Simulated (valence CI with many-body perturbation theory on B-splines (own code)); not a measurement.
# Ag41+: fill in the table

Calculated by valence CI with perturbative core correlation (CI+MBPT): four valence electrons over a frozen Dirac-Fock core [He], a basis of 11 s, 11 p, 10 d, 8 f, 5 g, 2 h functions for each j, with the one-electron correlation potential Σ1, the two-electron term Σ2, the three-electron term Σ3, Breit, model QED; selected CI, second order for the rest, scaled by the run's own slope (own B-spline code, finite nucleus).

No measured spectrum was set against this ion. As an estimate, large intervals hold to a few tenths of a per cent, small ones and those within an open d or f shell to about a per cent. Among the levels kept, up to 760 cm⁻¹ of a level comes from second order outside the variational space, and about a tenth of that is noise between levels of different J, which matters for small intervals.

```tsv
Level	E (× 10³ cm⁻¹)
(2s^2 2p1/2^2) J=0	0.00
(2s^2 2p1/2 2p3/2) J=1	1414.5
(2s^2 2p1/2 2p3/2) J=2	1526.5
(2s 2p1/2^2 2p3/2) J=2	?
(2s^2 2p3/2^2) J=2	?
(2s 2p1/2^2 2p3/2) J=1	3059.4
(2s^2 2p3/2^2) J=0	?
(2s 2p1/2 2p3/2^2) J=2 [a]	3974.3
(2s 2p1/2 2p3/2^2) J=3	4211.4
(2s 2p1/2 2p3/2^2) J=0	4455.9
(2s 2p1/2 2p3/2^2) J=1 [a]	4549.7
(2s 2p1/2 2p3/2^2) J=2 [b]	4630.4
(2s 2p1/2 2p3/2^2) J=1 [b]	4668.0
(2s 2p3/2^3) J=2	?
(2p1/2^2 2p3/2^2) J=2	5972.9
(2p1/2^2 2p3/2^2) J=0	?
(2s 2p3/2^3) J=1	6282.0
(2p1/2 2p3/2^3) J=1	7450.0
(2p1/2 2p3/2^3) J=2	7570.5
(2p3/2^4) J=0	?
```

Levels are named by their leading jj configuration (3d3/2^4 stands for four electrons in 3d with j = 3/2), which in mixed levels can hold well under half, so a name can repeat and another be missing. Letters in brackets count levels of one name in rising energy.

**Question.** The levels stand in rising order. What does the calculation give for the missing energies?

**Answer.** (2s 2p1/2^2 2p3/2) J=2 2631.1; (2s^2 2p3/2^2) J=2 3022.6; (2s^2 2p3/2^2) J=0 3293.9; (2s 2p3/2^3) J=2 5896.8; (2p1/2^2 2p3/2^2) J=0 6271.0; (2p3/2^4) J=0 9203.4.
